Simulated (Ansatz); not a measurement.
Geometry optimisation, UKS BLYP/def2-SVP (Ansatz).

input.yaml

```yaml
crystal:
  periodic: [false, false, false]
  atoms:
    - { symbol: "N", position_ang: [-1.4549, 0.9823, -0.4343] }
    - { symbol: B, position_ang: [-0.1203, 0.9667, 0.1759] }
    - { symbol: O, position_ang: [0.146, -0.0122, 1.2046] }
    - { symbol: Si, position_ang: [0.9078, -1.3665, 0.3944] }
    - { symbol: H, position_ang: [-1.3755, 0.9145, -1.4953] }
    - { symbol: H, position_ang: [-0.12294, 1.44288, -0.89281] }
    - { symbol: H, position_ang: [0.7327, 1.7611, -0.1352] }
    - { symbol: H, position_ang: [1.1995, -2.4024, 1.3753] }
    - { symbol: H, position_ang: [-0.1464, -1.9026, -0.5111] }
    - { symbol: H, position_ang: [2.0671, -0.9976, -0.2915] }
magnetization:
  spin_polarized: true
basis:
  gaussian: { orbitals: def2-SVP }
hamiltonian:
  xc: blyp
relax:
  f_tol: 0.02
  max_steps: 50
output:
  orbitals: {}
```

Run as:

```bash
$ ansatz run input.yaml --threads 2 --pin off --max-ram 3072MiB --backend cpu --events-out ev --progress --plain --runs-dir out
```

Question: Where does it end, and by what steps?

Answer: The run converged. The force dipped under the threshold on the way, but the program's further checks kept it going. After 18 steps the energy has fallen by 5.392 eV; H6 moved furthest, 1.50 Å. Parted: B2–H6 (1.17 → 2.14 Å). Joined: N1–H6 (1.48 → 1.02 Å).

```json
{"step": "0", "energy less start (eV)": "0.0000", "largest force component (eV/Å)": "4.588", "accepted": "yes"}
{"step": "1", "energy less start (eV)": "-1.0178", "largest force component (eV/Å)": "3.264", "accepted": "yes"}
{"step": "2", "energy less start (eV)": "-1.6603", "largest force component (eV/Å)": "2.545", "accepted": "yes"}
{"step": "3", "energy less start (eV)": "-2.4778", "largest force component (eV/Å)": "2.201", "accepted": "yes"}
{"step": "4", "energy less start (eV)": "-3.1182", "largest force component (eV/Å)": "3.620", "accepted": "yes"}
{"step": "5", "energy less start (eV)": "-3.9283", "largest force component (eV/Å)": "2.812", "accepted": "yes"}
{"step": "6", "energy less start (eV)": "-4.6177", "largest force component (eV/Å)": "1.801", "accepted": "yes"}
{"step": "7", "energy less start (eV)": "-5.0157", "largest force component (eV/Å)": "0.817", "accepted": "yes"}
{"step": "8", "energy less start (eV)": "-5.1789", "largest force component (eV/Å)": "0.579", "accepted": "yes"}
{"step": "9", "energy less start (eV)": "-5.2519", "largest force component (eV/Å)": "0.449", "accepted": "yes"}
{"step": "10", "energy less start (eV)": "-5.2895", "largest force component (eV/Å)": "0.708", "accepted": "yes"}
{"step": "11", "energy less start (eV)": "-5.3173", "largest force component (eV/Å)": "0.494", "accepted": "yes"}
{"step": "12", "energy less start (eV)": "-5.3685", "largest force component (eV/Å)": "0.146", "accepted": "yes"}
{"step": "13", "energy less start (eV)": "-5.3878", "largest force component (eV/Å)": "0.068", "accepted": "yes"}
{"step": "14", "energy less start (eV)": "-5.3841", "largest force component (eV/Å)": "0.306", "accepted": "no"}
{"step": "15", "energy less start (eV)": "-5.3910", "largest force component (eV/Å)": "0.061", "accepted": "yes"}
{"step": "16", "energy less start (eV)": "-5.3846", "largest force component (eV/Å)": "0.499", "accepted": "no"}
{"step": "17", "energy less start (eV)": "-5.3916", "largest force component (eV/Å)": "0.014", "accepted": "yes"}
{"step": "18", "energy less start (eV)": "-5.3920", "largest force component (eV/Å)": "0.012", "accepted": "yes"}
```

```xyz
10
Properties=species:S:1:pos:R:3
N -1.094 1.628 -0.620
B 0.053 0.869 -0.315
O -0.081 -0.475 -0.010
Si 0.993 -1.691 0.435
H -2.036 1.231 -0.627
H -1.054 2.619 -0.853
H 1.148 1.408 -0.327
H 0.708 -2.106 1.848
H 0.778 -2.868 -0.468
H 2.418 -1.227 0.327
```

Run time: 42 s on 2 threads of Intel(R) Xeon(R) Platinum 8375C CPU @ 2.90GHz (Ice Lake) (shared host), peak memory 0.19 GiB.
